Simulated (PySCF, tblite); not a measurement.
Isomers of C5H8N2SSi, one GFN2-xTB conformer each. Single-point energies are computed at PBE0/pcSseg-1 (PySCF, gas phase, no added dispersion term), electronic only.

```tsv
SMILES	GFN2-xTB relative energy (kJ/mol)
Cc1cc(S[SiH3])cnn1	94.6
Nc1cccnc1S[SiH3]	0.0
C=Cc1cc(S[SiH3])n[nH]1	102.8
```

Conformers: `[CH3:1][c:2]1[cH:3][c:4]([S:5][SiH3:6])[cH:7][n:8][n:9]1` with C3–C4–S5–Si6 -178°; `[NH2:1][c:2]1[cH:3][cH:4][cH:5][n:6][c:7]1[S:8][SiH3:9]` with N6–C7–S8–Si9 0°; `[CH2:1]=[CH:2][c:3]1[cH:4][c:5]([S:6][SiH3:7])[n:8][nH:9]1` with C1–C2–C3–C4 0°, C4–C5–S6–Si7 180°.

Question: What does PBE0/pcSseg-1 give for the same structures?

Answer: 
```csv
SMILES,PBE0/pcSseg-1 E (Eh),PBE0/pcSseg-1 (kJ/mol),GFN2-xTB (kJ/mol),point group
Nc1cccnc1S[SiH3],-991.86624,0.0,0.0,near Cs
C=Cc1cc(S[SiH3])n[nH]1,-991.82611,105.4,102.8,Cs
Cc1cc(S[SiH3])cnn1,-991.82509,108.0,94.6,near Cs
```

Both levels put the same isomer lowest; measured from each level's own lowest isomer, the values differ by up to 13.4 kJ/mol (Cc1cc(S[SiH3])cnn1: 94.6 against 108.0). As drawn, the lowest has an N–H bond, which the highest lacks; the highest has an N–N linkage, which the lowest lacks. Neighbours under 10 kJ/mol apart (C=Cc1cc(S[SiH3])n[nH]1 and Cc1cc(S[SiH3])cnn1) can change places with a better method, another conformer or zero-point energy.

Question: Which frontier levels, dipoles and rotational constants go with these structures?

Answer: 
```tsv
SMILES	HOMO (eV, PBE0/pcSseg-1)	LUMO (eV)	dipole (D)	A, B, C (MHz)
Nc1cccnc1S[SiH3]	-6.07	-1.07	4.39	1973, 1091, 709.7
C=Cc1cc(S[SiH3])n[nH]1	-6.35	-1.17	3.66	3788, 600.7, 521.7
Cc1cc(S[SiH3])cnn1	-6.61	-1.39	3.35	3116, 642.3, 537.8
```

Question: What happens when harmonic zero-point energies from GFN2-xTB frequencies are added?

Answer: 
```tsv
SMILES	ZPE (kJ/mol)	electronic (kJ/mol)	with ZPE (kJ/mol)
Nc1cccnc1S[SiH3]	311.6	0.0	0.0
C=Cc1cc(S[SiH3])n[nH]1	308.8	105.4	102.5
Cc1cc(S[SiH3])cnn1	306.4	108.0	102.7
```

The zero-point energies span 5.2 kJ/mol. The order is unchanged.
